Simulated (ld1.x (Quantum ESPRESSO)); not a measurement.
# How hard is this Ru PAW potential?

- Element: ruthenium
- Generator: ld1.x (Quantum ESPRESSO) 7.5
- Type: PAW
- Functional: PBEsol
- Relativity: scalar-relativistic
- Frozen core: [Ar] 3d10 4s2
- Valence charge: 14
- Reference configuration: 4p6 4d7 5s1 5p0
- Partial waves: 5s (bound): rcut 2.20, rcutus 2.85 bohr; 5s channel at 2.6 Ry: rcut 2.20, rcutus 2.85 bohr; 4p (bound): rcut 1.50, rcutus 1.85 bohr; 5p (bound, empty): rcut 1.50, rcutus 1.85 bohr; 4d (bound): rcut 1.60, rcutus 2.10 bohr; 4d channel at 1.25 Ry: rcut 1.60, rcutus 2.10 bohr
- Local potential: all-electron potential smoothed inside 2.70 bohr (lloc = -1)
- Core correction: Bessel-smoothed model core inside 1.20 bohr
- Augmentation charge: BESSEL, radius 1.60 bohr

The pseudo-atom Hamiltonian at the reference potential is diagonalised in spherical Bessel functions j_l(qr) that vanish at 20 bohr, with q² up to the cutoff. All-electron valence levels (Ry): 5s -0.3137, 4p -3.4088, 5p -0.0636, 4d -0.3834.

Problem. How do the lowest levels (Ry) of each channel move with the cutoff, and are there ghosts?

Solution.

| cutoff (Ry) | s #1 | p #1 | p #2 | p #3 | d #1 | f #1 | Σ f·Δε (mRy) |
| --- | --- | --- | --- | --- | --- | --- | --- |
| 8 | -0.3137 | -3.0265 | -0.0301 | 0.0662 | -0.1737 | 0.1091 | 3762.0 |
| 12 | -0.3138 | -3.3095 | -0.0390 | 0.0621 | -0.3230 | 0.1091 | 1019.7 |
| 15 | -0.3138 | -3.3788 | -0.0430 | 0.0604 | -0.3558 | 0.1091 | 373.5 |
| 21 | -0.3138 | -3.4049 | -0.0481 | 0.0585 | -0.3816 | 0.1091 | 37.1 |
| 30 | -0.3138 | -3.4082 | -0.0595 | 0.0546 | -0.3830 | 0.1091 | 7.0 |
| 40 | -0.3138 | -3.4087 | -0.0633 | 0.0534 | -0.3834 | 0.1091 | 1.5 |
| 45 | -0.3138 | -3.4088 | -0.0634 | 0.0534 | -0.3834 | 0.1091 | 0.8 |
| 55 | -0.3138 | -3.4088 | -0.0635 | 0.0534 | -0.3834 | 0.1091 | 0.6 |
| 400 | -0.3138 | -3.4088 | -0.0635 | 0.0534 | -0.3835 | 0.1091 | 0.0 |

Result: no extra level below or beside the all-electron valence levels (s, p, d, f tested); 10 mRy is reached at 25 Ry and 1 mRy at 45 Ry.

Test run stopped at test 5 of 7 (negative rho), 2 before it not solved.
